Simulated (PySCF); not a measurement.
BClH4Si. Atoms are numbered in the order given.

```xyz
7

B     -0.7583     0.1757     0.0000
Cl     0.1798     1.6514     0.0000
H     -1.9395     0.3160     0.0000
Si     0.1230    -1.6375     0.0000
H     -0.3247    -2.3917     1.1996
H     -0.3247    -2.3917    -1.1996
H      1.6023    -1.5601     0.0000
```

Geometry optimised at B3LYP-D3(BJ)/def2-TZVP.

These are B3LYP-D3(BJ)/def2-TZVP run with PySCF values and carry that method's errors.

Frequencies are harmonic and unscaled.

| mode | ν (cm⁻¹) | IR (km/mol) | moving atoms (share of kinetic energy) |
|---|---|---|---|
| 1 | 42 | 0.7 | H 81 %, B 15 % |
| 2 | 189 | 1.7 | Cl 34 %, Si 28 %, H 19 %, B 19 % |
| 3 | 447 | 24.8 | H 95 % |
| 4 | 481 | 23.5 | H 50 %, Si 23 %, B 15 %, Cl 12 % |
| 5 | 669 | 8.8 | H 43 %, B 42 %, Si 15 % |
| 6 | 761 | 0.7 | H 61 %, B 34 % |
| 7 | 844 | 124.4 | B 54 %, H 29 %, Cl 17 % |
| 8 | 901 | 172.3 | H 88 %, Si 10 % |
| 9 | 943 | 48.3 | H 96 % |
| 10 | 953 | 40.9 | H 97 % |
| 11 | 1073 | 75.9 | H 68 %, B 29 % |
| 12 | 2204 | 55.1 | H 98 % |
| 13 | 2206 | 91.6 | H 96 % |
| 14 | 2233 | 85.2 | H 96 % |
| 15 | 2635 | 93.4 | H 91 %, B 9 % |
